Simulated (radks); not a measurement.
Charge is removed step by step from the 3d down level of Rb+, starting from [Ar] 3d(up 5, down 5) 4s2 4p6. All-electron calculation, non-relativistic Kohn-Sham, PBEsol, spin-polarised, spherical densities, point nucleus; relativity is left out, which matters for an element this heavy. Program: a radial shooting solver on a logarithmic mesh with Libxc functionals.

removed (e)  E - E(0) (eV)  eigenvalue (eV)  E minus straight line (eV)
0                    0.000          -111.99                       0.000
0.125               14.210          -115.37                      -1.524
0.25                28.844          -118.79                      -2.623
0.375               43.910          -122.26                      -3.292
0.5                 59.411          -125.76                      -3.525
0.625               75.353          -129.31                      -3.317
0.75                91.740          -132.89                      -2.663
0.875               108.58          -136.52                      -1.559
1                   125.87          -140.18                       0.000

Removing the whole electron costs 125.87 eV by Delta-SCF, against 111.99 eV from minus the eigenvalue at the starting occupation. Slater's transition state (half an electron removed) gives 125.76 eV. Integrating minus the eigenvalue over the occupation (Janak's theorem) gives 125.87 eV. The mean slope of the eigenvalue, de/dn, is 28.2 eV per electron.
